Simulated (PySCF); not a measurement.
Isomers of C7H11OP, mass 142.055 u with the commonest isotopes. Computed with PBE0/pcSseg-1 in PySCF (dipole) on a GFN2-xTB geometry, gas phase. One conformer each, none proved a minimum here; rigid rotors.

Task: Order these by rotational constant A, largest first.
A. `[CH:1]#[C:2][P:3]1(=[CH2:4])[CH2:5][CH2:6][O:7][CH2:8][CH2:9]1` with C2–P3–C5–C6 62°, P3–C5–C6–O7 58°, C5–C6–O7–C8 -68°, C6–O7–C8–C9 70°
B. `[CH:1]#[C:2][CH2:3][P:4]1[CH2:5][CH2:6][O:7][CH2:8][CH2:9]1` with C2–C3–P4–C5 -74°, C3–P4–C5–C6 -156°, P4–C5–C6–O7 65°, C5–C6–O7–C8 -66°, C6–O7–C8–C9 66°
C. `[CH3:1][CH:2]([CH3:3])[PH:4][c:5]1[cH:6][cH:7][o:8][cH:9]1` with C1–C2–P4–C5 -174°, C2–P4–C5–C6 -78°
D. `[CH3:1][CH2:2][P:3]([CH3:4])[c:5]1[cH:6][cH:7][o:8][cH:9]1` with C1–C2–P3–C4 -49°, C2–P3–C5–C6 60°
E. `[CH2:1]=[CH:2][P:3]1[CH2:4][CH2:5][C:6](=[O:7])[CH2:8][CH2:9]1` with C1–C2–P3–C4 -140°, C2–P3–C4–C5 73°, P3–C4–C5–C6 67°, C4–C5–C6–O7 145°, C5–C6–C8–C9 -35°

Result: B (3242 MHz), C (3164 MHz), E (2529 MHz), D (2323 MHz), A (1925 MHz).

Task: Order these by out-of-plane moment Σ m c² = (Ia + Ib − Ic)/2, largest first.
A. `[CH:1]#[C:2][CH2:3][P:4]1[CH2:5][CH2:6][O:7][CH2:8][CH2:9]1` with C2–C3–P4–C5 -74°, C3–P4–C5–C6 -156°, P4–C5–C6–O7 65°, C5–C6–O7–C8 -66°, C6–O7–C8–C9 66°
B. `[CH2:1]=[CH:2][P:3]1[CH2:4][CH2:5][C:6](=[O:7])[CH2:8][CH2:9]1` with C1–C2–P3–C4 -140°, C2–P3–C4–C5 73°, P3–C4–C5–C6 67°, C4–C5–C6–O7 145°, C5–C6–C8–C9 -35°
C. `[CH3:1][CH:2]([CH3:3])[PH:4][c:5]1[cH:6][cH:7][o:8][cH:9]1` with C1–C2–P4–C5 -174°, C2–P4–C5–C6 -78°
D. `[CH:1]#[C:2][P:3]1(=[CH2:4])[CH2:5][CH2:6][O:7][CH2:8][CH2:9]1` with C2–P3–C5–C6 62°, P3–C5–C6–O7 58°, C5–C6–O7–C8 -68°, C6–O7–C8–C9 70°
E. `[CH3:1][CH2:2][P:3]([CH3:4])[c:5]1[cH:6][cH:7][o:8][cH:9]1` with C1–C2–P3–C4 -49°, C2–P3–C5–C6 60°

Result: D (104.37 u·Å²), B (86.93 u·Å²), E (72.53 u·Å²), C (65.15 u·Å²), A (28.93 u·Å²).

Task: Order these by dipole moment, largest first.
A. `[CH:1]#[C:2][CH2:3][P:4]1[CH2:5][CH2:6][O:7][CH2:8][CH2:9]1` with C2–C3–P4–C5 -74°, C3–P4–C5–C6 -156°, P4–C5–C6–O7 65°, C5–C6–O7–C8 -66°, C6–O7–C8–C9 66°
B. `[CH2:1]=[CH:2][P:3]1[CH2:4][CH2:5][C:6](=[O:7])[CH2:8][CH2:9]1` with C1–C2–P3–C4 -140°, C2–P3–C4–C5 73°, P3–C4–C5–C6 67°, C4–C5–C6–O7 145°, C5–C6–C8–C9 -35°
C. `[CH:1]#[C:2][P:3]1(=[CH2:4])[CH2:5][CH2:6][O:7][CH2:8][CH2:9]1` with C2–P3–C5–C6 62°, P3–C5–C6–O7 58°, C5–C6–O7–C8 -68°, C6–O7–C8–C9 70°
D. `[CH3:1][CH:2]([CH3:3])[PH:4][c:5]1[cH:6][cH:7][o:8][cH:9]1` with C1–C2–P4–C5 -174°, C2–P4–C5–C6 -78°

Result: C (2.51 D), B (2.14 D), D (1.29 D), A (0.60 D).

```
         SMILES  point group  Ia (u·Å²)  Ib (u·Å²)  Ic (u·Å²)      κ  μa (D)  μb (D)  μc (D)
  CC(C)Pc1ccoc1           C1     159.73     647.81     677.24  -0.97    0.34    1.16    0.44
C=CP1CCC(=O)CC1           C1     199.84     545.37     571.34  -0.95    2.14    0.14    0.03
   C#CCP1CCOCC1           C1     155.90     614.39     712.43  -0.91    0.07    0.44    0.40
  CCP(C)c1ccoc1           C1     217.54     508.77     581.25  -0.83    0.48    0.71    0.98
C#CP1(=C)CCOCC1           C1     262.51     418.48     472.26  -0.68    1.51    1.91    0.58
```
